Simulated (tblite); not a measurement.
C6H9O (doublet state).
Atom-mapped SMILES: `[CH3:1][C@@H:2]1[CH:3][CH2:4][CH2:5][C:6]1=[O:7]` (hydrogens: H8, H9, H10 on C1; H11 on C2; H12 on C3; H13, H14 on C4; H15, H16 on C5)
Bond orders are those of one Lewis drawing.

Computed with GFN2-xTB (tblite), gas phase: L-BFGS steps from a force-field or distance-geometry start until the largest atomic force falls under 0.01 eV/Å.

Step 121: E = -583.0312 eV
```
atom  x, y, z in Å  |  force x, y, z in eV/Å
C1      1.9559   -0.2144   -0.6432    0.005   0.010   0.015
C2      0.7802   -0.2304    0.3440   -0.006   0.012   0.009
C3     -0.3099   -1.1645   -0.0087    0.006  -0.037  -0.034
C4     -1.6114   -0.4743   -0.1706    0.002   0.005   0.014
C5     -1.4040    0.8782    0.5124   -0.004  -0.002   0.002
C6      0.0882    1.1234    0.4459   -0.014  -0.003   0.009
O7      0.6342    2.1919    0.4666    0.010   0.023   0.025
H8      1.5952   -0.0245   -1.6508    0.002  -0.001  -0.012
H9      2.6524    0.5721   -0.3666    0.006   0.024  -0.005
H10     2.4721   -1.1694   -0.6262    0.024  -0.032  -0.022
H11     1.1997   -0.4445    1.3404    0.016  -0.023   0.021
H12    -0.1324   -2.1756   -0.3243   -0.030   0.031   0.010
H13    -1.8461   -0.3314   -1.2359   -0.023   0.008  -0.009
H14    -2.4460   -1.0384    0.2544    0.004  -0.024   0.013
H15    -1.6677    0.8080    1.5709    0.003   0.033   0.000
H16    -1.9681    1.7026    0.0801   -0.001  -0.023  -0.037
```

Step 122: E = -583.0317 eV
```
atom  x, y, z in Å  |  force x, y, z in eV/Å
C1      1.9558   -0.2124   -0.6441    0.029  -0.021   0.029
C2      0.7802   -0.2316    0.3428   -0.004   0.006   0.013
C3     -0.3102   -1.1640   -0.0114   -0.003  -0.046  -0.044
C4     -1.6122   -0.4753   -0.1711   -0.017   0.029   0.014
C5     -1.4027    0.8786    0.5094   -0.017   0.001   0.008
C6      0.0899    1.1218    0.4476   -0.022   0.006   0.006
O7      0.6376    2.1894    0.4738    0.006   0.028   0.025
H8      1.5953   -0.0259   -1.6519    0.003   0.006  -0.020
H9      2.6491    0.5760   -0.3655    0.009   0.039  -0.015
H10     2.4775   -1.1650   -0.6249    0.010  -0.026  -0.026
H11     1.2003   -0.4470    1.3384    0.016  -0.030   0.025
H12    -0.1350   -2.1768   -0.3213   -0.024   0.017   0.005
H13    -1.8557   -0.3334   -1.2352   -0.001  -0.002   0.003
H14    -2.4451   -1.0385    0.2595    0.014  -0.021   0.010
H15    -1.6695    0.8085    1.5674    0.004   0.046  -0.002
H16    -1.9632    1.7045    0.0749   -0.003  -0.033  -0.031
```

Step 123: E = -583.0324 eV
```
atom  x, y, z in Å  |  force x, y, z in eV/Å
C1      1.9556   -0.2096   -0.6453    0.052  -0.034   0.021
C2      0.7808   -0.2321    0.3426    0.000  -0.009   0.017
C3     -0.3098   -1.1634   -0.0137   -0.009  -0.040  -0.044
C4     -1.6128   -0.4767   -0.1715   -0.029   0.042   0.010
C5     -1.4018    0.8794    0.5051   -0.023   0.002   0.009
C6      0.0914    1.1208    0.4507   -0.023   0.009   0.002
O7      0.6403    2.1878    0.4842   -0.003   0.023   0.025
H8      1.5949   -0.0181   -1.6528    0.010   0.012   0.002
H9      2.6508    0.5757   -0.3609   -0.004   0.029  -0.031
H10     2.4763   -1.1638   -0.6321   -0.003  -0.006  -0.022
H11     1.2032   -0.4505    1.3372    0.006  -0.030   0.013
H12    -0.1372   -2.1795   -0.3126   -0.016   0.005  -0.002
H13    -1.8654   -0.3381   -1.2346    0.022  -0.008   0.020
H14    -2.4430   -1.0404    0.2656    0.024  -0.011   0.007
H15    -1.6736    0.8114    1.5621    0.002   0.061  -0.008
H16    -1.9574    1.7060    0.0647   -0.005  -0.045  -0.017
```

Step 124: E = -583.0334 eV
```
atom  x, y, z in Å  |  force x, y, z in eV/Å
C1      1.9568   -0.2064   -0.6464    0.042  -0.039   0.014
C2      0.7816   -0.2331    0.3418    0.000  -0.021   0.013
C3     -0.3093   -1.1619   -0.0198   -0.012  -0.027  -0.034
C4     -1.6145   -0.4780   -0.1710   -0.028   0.040   0.006
C5     -1.4014    0.8809    0.5001   -0.019  -0.001   0.006
C6      0.0930    1.1198    0.4551   -0.011   0.016  -0.004
O7      0.6438    2.1857    0.4987   -0.022   0.003   0.025
H8      1.5976   -0.0111   -1.6537    0.004   0.022   0.008
H9      2.6522    0.5767   -0.3574    0.001   0.034  -0.034
H10     2.4764   -1.1610   -0.6387    0.001  -0.011  -0.012
H11     1.2063   -0.4570    1.3350   -0.010  -0.026  -0.003
H12    -0.1413   -2.1820   -0.3047   -0.005  -0.011  -0.011
H13    -1.8802   -0.3443   -1.2320    0.043  -0.011   0.031
H14    -2.4384   -1.0442    0.2757    0.027   0.003   0.006
H15    -1.6802    0.8175    1.5555   -0.002   0.079  -0.011
H16    -1.9501    1.7073    0.0503   -0.009  -0.048   0.000
```

**Question.** Estimate the geometry and energy of step 125. (The exact step hangs on the optimiser's Hessian estimate; all steps are aligned on step 124, rigid shifts and turns removed.)

**Answer.** E = -583.0345 eV, largest force 0.087 eV/Å
```
atom  x, y, z in Å  |  force x, y, z in eV/Å
C1      1.9583   -0.2034   -0.6471    0.023  -0.028  -0.008
C2      0.7829   -0.2333    0.3423    0.000  -0.031   0.004
C3     -0.3078   -1.1606   -0.0250   -0.009   0.006  -0.014
C4     -1.6157   -0.4799   -0.1684   -0.016   0.014   0.002
C5     -1.4021    0.8829    0.4940   -0.005  -0.004   0.002
C6      0.0937    1.1193    0.4605    0.008   0.013  -0.009
O7      0.6460    2.1843    0.5153   -0.041  -0.015   0.025
H8      1.6008    0.0061   -1.6528   -0.002   0.025   0.027
H9      2.6603    0.5712   -0.3506   -0.003   0.020  -0.030
H10     2.4683   -1.1631   -0.6532    0.011  -0.007   0.002
H11     1.2112   -0.4627    1.3337   -0.034  -0.020  -0.024
H12    -0.1435   -2.1835   -0.2997    0.007  -0.029  -0.019
H13    -1.8943   -0.3547   -1.2271    0.055  -0.007   0.033
H14    -2.4316   -1.0498    0.2891    0.022   0.019   0.008
H15    -1.6907    0.8295    1.5471   -0.004   0.086  -0.010
H16    -1.9434    1.7065    0.0305   -0.011  -0.040   0.011
```

The energy changes by -0.0011 eV. The first-order estimate −F·Δx gives -0.0015 eV and the mean of the old and new forces, exact on a quadratic surface, -0.0011 eV. The step makes an angle of 79° with the force vector and moves no atom by more than 0.021 Å.

What follows is the cost of the whole relaxation. The run took 0.78 s of wall time on one thread of an Arm Neoverse V1, no GPU, shared host.
